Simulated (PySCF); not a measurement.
CrO$_{3}$, charge -1, doublet, geometry from GFN2-xTB (such geometries of metal compounds can be far from the true shape) (the multiplicity is a formal guess) (a gas-phase anion, which may not be bound at this level), with bond 3-1 at 1.8 times its length; CASSCF(3,4)/STO-3G (PySCF).

The PySCF input:
```python
from pyscf import gto, scf, mcscf
import numpy

mol = gto.Mole()
mol.atom = '''
    Cr   -0.000000    0.000000   -0.000000
    O    -1.075700   -1.139286   -0.112368
    O    -0.157326    2.264296   -1.686314
    O     1.163103   -0.118656    1.049210
'''
mol.basis = 'sto-3g'
mol.charge = -1
mol.spin = 1
mol.verbose = 4
mol.build()

mf = scf.ROHF(mol)
mf.kernel()
mc = mcscf.CASSCF(mf, 4, 3)
mc.fix_spin_(ss=0.75)
mc.conv_tol = 1e-5
mc.kernel()
occ = numpy.linalg.eigvalsh(mc.fcisolver.make_rdm1(mc.ci, mc.ncas, mc.nelecas))[::-1]
ss = mc.fcisolver.spin_square(mc.ci, mc.ncas, mc.nelecas)[0]
print('natural occupations', occ.round(4), ' <S^2>', round(ss, 4))
```

Output, abridged:

```
PySCF version 2.14.0

[INPUT] verbose = 4
[INPUT] num. atoms = 4
[INPUT] num. electrons = 49
[INPUT] charge = -1
[INPUT] spin (= nelec alpha-beta = 2S) = 1
[INPUT] symmetry False subgroup None
[INPUT] Mole.unit = angstrom
[INPUT] Symbol           X                Y                Z      unit          X                Y                Z       unit  Magmom
[INPUT]  1 Cr     0.000000000000   0.000000000000   0.000000000000 AA    0.000000000000   0.000000000000   0.000000000000 Bohr   0.0
[INPUT]  2 O     -1.075700000000  -1.139286000000  -0.112368000000 AA   -2.032778392195  -2.152938517551  -0.212344745165 Bohr   0.0
[INPUT]  3 O     -0.157326000000   2.264296000000  -1.686314000000 AA   -0.297303052273   4.278899304948  -3.186671620020 Bohr   0.0
[INPUT]  4 O      1.163103000000  -0.118656000000   1.049210000000 AA    2.197946124660  -0.224227343036   1.982719547155 Bohr   0.0

nuclear repulsion = 195.278899421697
number of shells = 17
number of NR pGTOs = 99
number of NR cGTOs = 33
basis = sto-3g
ecp = {}

******** <class 'pyscf.scf.rohf.ROHF'> ********
method = ROHF
initial guess = minao
damping factor = 0
level_shift factor = 0
DIIS = <class 'pyscf.scf.diis.CDIIS'>
diis_start_cycle = 1
diis_space = 8
diis_damp = 0
SCF conv_tol = 1e-09
SCF conv_tol_grad = None
SCF max_cycles = 50
direct_scf = True
direct_scf_tol = 1e-13
num. doubly occ = 24  num. singly occ = 1
Set gradient conv threshold to 3.16228e-05
init E= -1251.70526317333
  HOMO = -0.219327072106282  LUMO = -0.0688277228617868  gap/eV = 4.09530
cycle= 1 E= -1251.50431488884  delta_E= 0.201  |g|=  1.9  |ddm|= 2.42
  HOMO = 0.0367598370937512  LUMO = 0.106031493013459  gap/eV = 1.88498
cycle= 2 E= -1236.64885483496  delta_E= 14.9  |g|= 4.62  |ddm|= 4.55
  HOMO = 0.240768537708596  LUMO = 0.498232452071345  gap/eV = 7.00595
cycle= 3 E= -1252.32701446848  delta_E= -15.7  |g|= 1.18  |ddm|= 4.18

WARN: HOMO 0.380564062458143 >= LUMO 0.329853142984842

cycle= 4 E= -1252.64532494614  delta_E= -0.318  |g|= 1.39  |ddm|= 2.47

WARN: HOMO 0.356766707733598 >= LUMO 0.343914032162064

cycle= 5 E= -1253.525100192  delta_E= -0.88  |g|= 0.18  |ddm|=  1.5
  HOMO = 0.266292403680833  LUMO = 0.430240822819725  gap/eV = 4.46126
cycle= 6 E= -1253.54281451438  delta_E= -0.0177  |g|= 0.154  |ddm|= 0.359
  HOMO = 0.273962215532836  LUMO = 0.430826592299147  gap/eV = 4.26850
cycle= 7 E= -1253.54847488213  delta_E= -0.00566  |g|= 0.167  |ddm|= 0.225
  HOMO = 0.282994972350285  LUMO = 0.433469534506903  gap/eV = 4.09462
cycle= 8 E= -1253.55187691058  delta_E= -0.0034  |g|= 0.194  |ddm|= 0.195
  HOMO = 0.270750874453137  LUMO = 0.434079139539531  gap/eV = 4.44439
cycle= 9 E= -1253.54898458177  delta_E= 0.00289  |g|= 0.225  |ddm|= 0.192
  HOMO = 0.27238876089794  LUMO = 0.434433171007509  gap/eV = 4.40945
cycle= 10 E= -1253.54899832917  delta_E= -1.37e-05  |g|= 0.224  |ddm|= 0.00876
  HOMO = 0.272610608976385  LUMO = 0.435093752310831  gap/eV = 4.42139
cycle= 11 E= -1253.54853500857  delta_E= 0.000463  |g|= 0.227  |ddm|= 0.00498
  HOMO = 0.262505267024228  LUMO = 0.444923747814538  gap/eV = 4.96386
cycle= 12 E= -1253.57181362615  delta_E= -0.0233  |g|= 0.0455  |ddm|= 0.278
  HOMO = 0.279549044468266  LUMO = 0.444613150312423  gap/eV = 4.49162
cycle= 13 E= -1253.5748389873  delta_E= -0.00303  |g|= 0.0256  |ddm|= 0.165
  HOMO = 0.28312163047743  LUMO = 0.43531573383341  gap/eV = 4.14141
cycle= 14 E= -1253.57539436767  delta_E= -0.000555  |g|= 0.00874  |ddm|= 0.0549
  HOMO = 0.287542568609416  LUMO = 0.434476311194337  gap/eV = 3.99827
cycle= 15 E= -1253.57550251601  delta_E= -0.000108  |g|= 0.00512  |ddm|= 0.0365
  HOMO = 0.287103425964132  LUMO = 0.434129745789848  gap/eV = 4.00079
cycle= 16 E= -1253.57552879361  delta_E= -2.63e-05  |g|= 0.00254  |ddm|= 0.013
  HOMO = 0.286938820618597  LUMO = 0.434273808866154  gap/eV = 4.00919
cycle= 17 E= -1253.57553763388  delta_E= -8.84e-06  |g|= 0.00164  |ddm|= 0.00787
  HOMO = 0.287373468769233  LUMO = 0.434682497826039  gap/eV = 4.00848
cycle= 18 E= -1253.57554465629  delta_E= -7.02e-06  |g|= 0.000739  |ddm|= 0.00839
  HOMO = 0.287666079486263  LUMO = 0.434817827961308  gap/eV = 4.00420
cycle= 19 E= -1253.57554621067  delta_E= -1.55e-06  |g|= 0.000349  |ddm|= 0.00441
  HOMO = 0.287709544111155  LUMO = 0.43483847740014  gap/eV = 4.00358
cycle= 20 E= -1253.57554637828  delta_E= -1.68e-07  |g|= 0.000223  |ddm|= 0.00112
  HOMO = 0.287753897992207  LUMO = 0.43487965012943  gap/eV = 4.00350
cycle= 21 E= -1253.57554649406  delta_E= -1.16e-07  |g|= 8.24e-05  |ddm|= 0.0013
  HOMO = 0.287737127333283  LUMO = 0.434869960668107  gap/eV = 4.00369
cycle= 22 E= -1253.57554650456  delta_E= -1.05e-08  |g|= 4.06e-05  |ddm|= 0.00024
  HOMO = 0.287731691466791  LUMO = 0.434866827695926  gap/eV = 4.00375
cycle= 23 E= -1253.5755465084  delta_E= -3.85e-09  |g|= 1.63e-05  |ddm|= 0.000188
  HOMO = 0.287734344923504  LUMO = 0.434866322611456  gap/eV = 4.00367
cycle= 24 E= -1253.5755465089  delta_E= -4.94e-10  |g|= 7.98e-06  |ddm|= 6.29e-05
  HOMO = 0.287734188241516  LUMO = 0.434866762850158  gap/eV = 4.00368
Extra cycle  E= -1253.57554650898  delta_E= -7.73e-11  |g|= 5.95e-06  |ddm|= 1.62e-05
converged SCF energy = -1253.57554650898

******** <class 'pyscf.mcscf.mc1step.CASSCF'> ********
CAS (2e+1e, 4o), ncore = 23, nvir = 6
max_cycle_macro = 50
max_cycle_micro = 4
conv_tol = 1e-05
conv_tol_grad = None
orbital rotation max_stepsize = 0.02
orbital rotation threshold for CI restart = 0.01
augmented hessian ah_max_cycle = 30
augmented hessian ah_conv_tol = 1e-12
augmented hessian ah_linear dependence = 1e-14
augmented hessian ah_level shift = 1e-08
augmented hessian ah_start_tol = 2.5
augmented hessian ah_start_cycle = 3
augmented hessian ah_grad_trust_region = 3
kf_trust_region = 3
kf_interval = 4
ci_response_space = 4
ci_grad_trust_region = 3
with_dep4 0
natorb = False
canonicalization = True
sorting_mo_energy = False
ao2mo_level = 2
internal_rotation = False
******** <class 'pyscf.fci.addons.SpinPenaltyFCISolver'> ********
max. cycles = 50
conv_tol = 1e-08
davidson only = True
linear dependence = 1e-12
level shift = 0.001
max iter space = 12
nroots = 1
pspace_size = 400
spin = None
CASCI E = -1253.64215827288  S^2 = 0.7500000
Set conv_tol_grad to 0.00316228
macro iter   1 ( 21 JK    4 micro), CASSCF E = -1253.68144851701  dE = -3.92902441e-02  S^2 = 0.7500000
               |grad[o]|=0.146  |grad[c]|=0.0363  |ddm|=0.246  |maxRot[o]|=0.302
macro iter   2 ( 13 JK    4 micro), CASSCF E = -1253.68884369404  dE = -7.39517703e-03  S^2 = 0.7500000
               |grad[o]|=0.0479  |grad[c]|=0.0146  |ddm|=0.255  |maxRot[o]|=0.134
macro iter   3 (  7 JK    2 micro), CASSCF E = -1253.68895437465  dE = -1.10680608e-04  S^2 = 0.7500000
               |grad[o]|=0.0062  |grad[c]|=0.000696  |ddm|=0.00613  |maxRot[o]|=0.0424
macro iter   4 (  3 JK    1 micro), CASSCF E = -1253.68895466458  dE = -2.89924174e-07  S^2 = 0.7500000
               |grad[o]|=0.000396  |grad[c]|=0.000144  |ddm|=0.000187  |maxRot[o]|= 0.02
macro iter   5 (  1 JK    1 micro), CASSCF E = -1253.68895466633  dE = -1.75396053e-09  S^2 = 0.7500000
               |grad[o]|=0.000274  |grad[c]|=4.01e-05  |ddm|=4.34e-05  |maxRot[o]|=    0
1-step CASSCF converged in   5 macro ( 45 JK  12 micro) steps
CASSCF canonicalization
Density matrix diagonal elements [1.25942484e+00 9.99920630e-01 7.40571823e-01 8.27074783e-05]
CASSCF energy = -1253.68895466633
CASCI E = -1253.68895466633  E(CI) = -1.94656476971022  S^2 = 0.7500000
natural occupations [1.2638 1.     0.7362 0.    ]  <S^2> 0.75
```
